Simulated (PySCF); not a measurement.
How good is the calculation?

Bonds (- single, = double, # triple, : aromatic): C1-C2, C2-C3, C3:C4, C4:C5, C5:C6, C6:C7, C7:N8, N8:C3. C1 carries H9, H10, H11; C2 carries H12, H13; C4 carries H14; C5 carries H15; C6 carries H16; C7 carries H17.

PySCF 2.14 calculation with structure optimised with PBE0-D3(BJ)/def2-SVP and NMR shieldings at KT2/pcSseg-1/GIAO; non-relativistic Hamiltonian, a single conformation, one averaged value for each set of equivalent atoms, no solvent model.

Reference values: estimated from measurements, as parent shift plus tabulated substituent increment (solution, not stated per compound (mostly CDCl3 or CCl4); Pretsch, Buehlmann, Badertscher, Structure Determination of Organic Compounds, 4th ed. (2009)).
```tsv
atoms	quantity	reference	computed	computed, scaled
C3	δ $^{13}$C	163.5	157.6	165.0
C7	δ $^{13}$C	149.2	143.8	150.1
C5	δ $^{13}$C	136.3	129.7	134.9
C4	δ $^{13}$C	122.0	117.6	121.9
C6	δ $^{13}$C	120.9	116.1	120.3
H17	δ $^{1}$H	8.62	8.40	–
H15	δ $^{1}$H	7.63	7.27	–
H14	δ $^{1}$H	7.16	6.79	–
H16	δ $^{1}$H	7.10	6.70	–
```

Computed shifts are σ(ref) − σ with the named reference compound (TMS for H and C) calculated as an isolated molecule at the same level. The measured values may be among those fitted. Expected solution values come from regression of measured δ (H and C: mostly CDCl3, vs TMS) on computed σ: $^{13}$C (scatter 1.2 ppm rms, 2.4 ppm with the 5 outliers that the fit left out). A few per cent of atoms miss by over 2 rms, more outside the fitted compound classes.

(1) How far are the unscaled $^{13}$C shifts from the references?

(2) How far are the unscaled $^{1}$H shifts from the references?

## Answers

(1) Mean signed difference -5.42 ppm, mean absolute 5.42 ppm over 5 comparisons; the largest is -6.6 ppm at C5 (aromatic CH).

(2) Mean signed difference -0.34 ppm, mean absolute 0.34 ppm over 4 comparisons; the largest is -0.40 ppm at H16 (hydrogen on an aromatic CH).
